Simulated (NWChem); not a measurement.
silylarsine (SiAsH5); SMILES [SiH3][AsH2]

```xyz
7

Si    -0.0200     1.5741     0.0000
As    -0.0441    -0.8183     0.0000
H     -0.7449     2.0537    -1.2073
H     -0.7449     2.0537     1.2073
H      1.3474     2.1600     0.0000
H      1.0205    -0.9002    -1.1016
H      1.0205    -0.9002     1.1016
```
Atoms are numbered in this order, from 1.

Program: NWChem. The geometry was optimised at B3LYP/6-31G* (spherical d). Isolated, static molecule.

GIAO at PBE/pcSseg-1: principal shieldings of Si1 are 390.5, 406.6, 452.3 ppm; an isolated tetramethylsilane molecule has σ = 332.9 ppm at the same levels.

**Question.** Find the isotropic 29Si shift, its principal values, the span and the skew.

**Answer.** 
1. σ(iso) = one third of the sum = 416.5 ppm.
2. δ = σ(reference) − σ = -83.6 ppm against tetramethylsilane.
3. δ11, δ22, δ33 = -57.6, -73.7, -119.4 ppm.
4. Span Ω = δ11 − δ33 = 61.8 ppm; skew κ = 3(δ22 − δ(iso))/Ω = 0.48.
